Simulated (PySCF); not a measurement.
# Static response to an electric field

Species: C6H6FS (charge +1).
Cartesian coordinates in Å at the GFN2-xTB level; atoms count from 1:
```xyz
14
C6H6FS angstrom
C     -2.0970   -0.2159   -0.0908
C     -0.6408    0.0810   -0.0439
C     -0.2087    1.3987   -0.0520
S      1.3930    1.9182    0.0134
C      2.2612    0.4809    0.0859
C      1.6548   -0.7613    0.0876
F      2.4413   -1.8222    0.1483
C      0.2810   -0.9669    0.0264
H     -2.6490    0.5677   -0.6018
H     -2.2869   -1.1677   -0.5792
H     -2.4866   -0.2856    0.9259
H     -0.9302    2.2022   -0.1043
H      3.3387    0.5599    0.1299
H     -0.0716   -1.9895    0.0324
```

Level: CAM-B3LYP/def2-SVPD (PySCF), static field, nuclei fixed, core orbitals frozen in the response. The polarisability tensor in these axes (au):

```
x   101.91   2.47   1.91
y     2.47  91.24  -0.97
z     1.91  -0.97  49.01
```

Diagonalise the tensor; give its mean and Δα, where Δα² is half the sum of the squared differences of the eigenvalues.

Principal values 48.91, 90.74 and 102.51 au; mean 80.72 au = 11.96 Å³ = 13.31 × 10⁻⁴⁰ C²·m²/J; Δα = 48.79 au (60 % of the mean).

Give the principal axes and the span of the nuclei along them.

Largest value along (0.98, 0.21, 0.03), where the nuclei span 5.88 Å; middle along (-0.21, 0.98, -0.03), 4.65 Å; least along (-0.04, 0.03, 1.00), 1.53 Å. The response follows the extents in order.

Form Σ f/ω² (atomic units) for the 8 lowest TDDFT singlets, given as eV and f, and set it beside the mean polarisability, which is this sum over all singlets: 4.53, 0.0705; 5.20, 0.0614; 5.95, 0.0056; 6.66, 0.3749; 6.77, 0.3079; 6.80, 0.0303; 7.27, 0.0014; 7.48, 0.0873.

They add up to 17.24 au, 21.4 % of the 80.72 au; the largest single term is 6.26 au, from the state at 6.66 eV. Terms in order: 2.54, 1.68, 0.12, 6.26, 4.97, 0.48, 0.02, 1.16 au. Higher excitations give the rest. The strengths listed sum to 0.939.

Traceless (Buckingham) quadrupole moment about the centre of nuclear charge: eigenvalues?

-15.03, -0.12, 15.15 D·Å. The values depend on the origin, since the species is charged. The electronic extent ⟨r²⟩ about the same centre is 1094 bohr², a root-mean-square distance of 2.15 Å for the 66 electrons.

Isolated species at its GFN2-xTB geometry, gas phase.
